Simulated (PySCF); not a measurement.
Two species compared at the same levels of theory.

First species: C3H4F4O.
SMILES: `CO[C@@H](F)C(F)(F)F`

Second species: C4H3B.
Numbering: `[BH2:1][C:2]#[C:3][C:4]#[CH:5]` (hydrogens: H6, H7 on B1; H8 on C5)

Levels: CAM-B3LYP/def2-SVPD for dipole moment, HOMO energy, LUMO energy, HOMO–LUMO gap, static isotropic polarisability and electronic spatial extent ⟨r²⟩ about the centre of nuclear charge; TDDFT CAM-B3LYP/def2-SVPD for lowest singlet excitation; TDA CAM-B3LYP/def2-SVPD for lowest triplet excitation (Tamm–Dancoff); ΔSCF CAM-B3LYP/def2-SVPD for vertical ionisation energy; PBE0-D3(BJ)/def2-SVP for rotational constant A and rotational constant C. Geometries: PBE0-D3(BJ)/def2-SVP. Each species is one conformer at its optimised geometry, gas phase, non-relativistic unless stated; the electronic structure was computed with PySCF and density fitting.

The conformers computed, where there is a choice (atom-mapped SMILES and torsion angles):
- `[CH3:1][O:2][C@@H:3]([F:4])[C:5]([F:6])([F:7])[F:8]`: C1–O2–C3–F4 72°, O2–C3–C5–F6 62°

(1) Which of the two has the higher HOMO–LUMO gap, and by how much?

(2) Which of the two has the higher LUMO energy, and by how much?

(3) Which has the higher rotational constant A?

(4) Which of the two has the higher T1 energy, and by how much?

(5) Which of the two has the higher rotational constant C, and by how much?

(6) Which of the two has the higher vertical ionisation energy, and by how much?

(7) Which of the two has the higher static isotropic polarisability, and by how much?

(8) Which has the higher HOMO energy?

Results:

(1) The first: 11.75 eV against 6.93 eV, a difference of 4.82 eV.

(2) The first: 1.09 eV against -1.80 eV, a difference of 2.89 eV.

(3) The second: 229.167 GHz against 3.316 GHz, a difference of 225.851 GHz.

(4) The first: 8.28 eV against 2.84 eV, a difference of 5.44 eV.

(5) The second: 2.099 GHz against 1.326 GHz, a difference of 0.773 GHz.

(6) The first: 11.74 eV against 9.61 eV, a difference of 2.13 eV.

(7) The second: 70.7 au against 46.4 au, a difference of 24.3 au.

(8) The second: -8.73 eV against -10.66 eV, a difference of 1.93 eV.

On the first: The dipole equals about 10.7 × 10⁻³⁰ C·m (1 D = 3.33564 × 10⁻³⁰ C·m).

On the second: The vertical singlet–triplet gap S1 − T1 is 0.24 eV (TDDFT singlet less Tamm–Dancoff triplet; S1: HOMO→LUMO, weight 0.96; T1: HOMO→LUMO, weight 0.94). The ΔSCF ionisation energy exceeds −ε(HOMO) by 0.88 eV with CAM-B3LYP.
